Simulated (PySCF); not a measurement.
**Arsenic: a sound run and one with changed settings**

Sound run: As [Ar] 3d10 4s2 4p3, As⁺ [Ar] 3d10 4s2 4p2. All numbers are calculated (PySCF 2.14, a scalar-relativistic core potential, in cc-pVDZ-PP with ECP10MDF (4s3p2d, 23 functions)). The sound run starts from symmetry-adapted Hartree-Fock orbitals and uses a fine grid where one is needed.

A second run was set up differently.

```csv
species,method,sound run (hartree),changed run (hartree),converged
As,UHF,-331.19735,-331.19680,no
As,B3LYP,-332.45544,-332.45543,no
As,PBE0,-332.37140,-332.37136,no
As⁺,UHF,-330.85076,-330.84822,no
As⁺,B3LYP,-332.09599,-332.09421,no
As⁺,PBE0,-332.00730,-332.00577,no
```

(1) What was changed?
A. a valence shell is frozen
B. basis contracted for another Hamiltonian
C. too few SCF iterations
D. minimal basis

## Answers

(1) C. It used initial guess atom, at most 2 SCF cycles. The SCF was stopped early; the energies are upper bounds that still move, and correlated levels were skipped or rest on poor orbitals.
